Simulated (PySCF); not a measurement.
Structure problem from calculated spectra and properties.

Formula: C3H12AlN.

| Property | Result |
| --- | --- |
| Rotational structure | rotational constants A, B, C: 4.610, 2.773, 2.773 GHz [PBE0-D3(BJ)/def2-TZVP] |
| 1H NMR | chemical shifts (computed TMS as zero) by class: 4.06 (3 H), 2.52 (9 H) ppm [GIAO B97-2/pcSseg-2] |
| Dipole | 5.22 D [B97-2/pcSseg-2] |
| 13C NMR | chemical shifts (computed TMS as zero) by class: 49.8 (3 C) ppm [GIAO B97-2/pcSseg-2] |
| NMR, other nuclei | isotropic shieldings of nuclei other than C and H, by class: 220 (1 N), 418 (1 Al) ppm [GIAO B97-2/pcSseg-2] |

The electronic properties come from PySCF, for the isolated species, density fitting. Levels stand in brackets. Geometry: PBE0-D3(BJ)/def2-TZVP; no solvent, vibrations or thermal averaging. NMR classes are plain means over equivalent atoms (diastereotopic ones count apart unless rotation or inversion swaps them), as if these changed places fast.

Q: What is the compound? Reason from the data.

A: Numbering: `[CH3:1][N+:2]([CH3:3])([CH3:4])[AlH3-:5]`. 3 carbons fall into 1 class: N-methyl carbon [C1/C3/C4] (49.8 ppm, 3 C). Hydrogen classes from least to most shielded: 3 H on an aluminium bonded to N and 3 H, Al5 (4.06 ppm), 9 H on 3 N-methyl carbons, C1/C3/C4 (2.52 ppm, a mean of values up to 0.9 ppm apart in this geometry). The other shieldings belong to: 220 ppm, nitrogen bonded to Al and 3 C [N2]; 418 ppm, aluminium bonded to N and 3 H [Al5]. The optimised geometry has point group C3v and is a prolate symmetric top. Structure: trimethylamine-alane (`C[N+](C)(C)[AlH3-]`). The assignments are read from this structure; whether some other isomer fits the data as well wasn't checked.
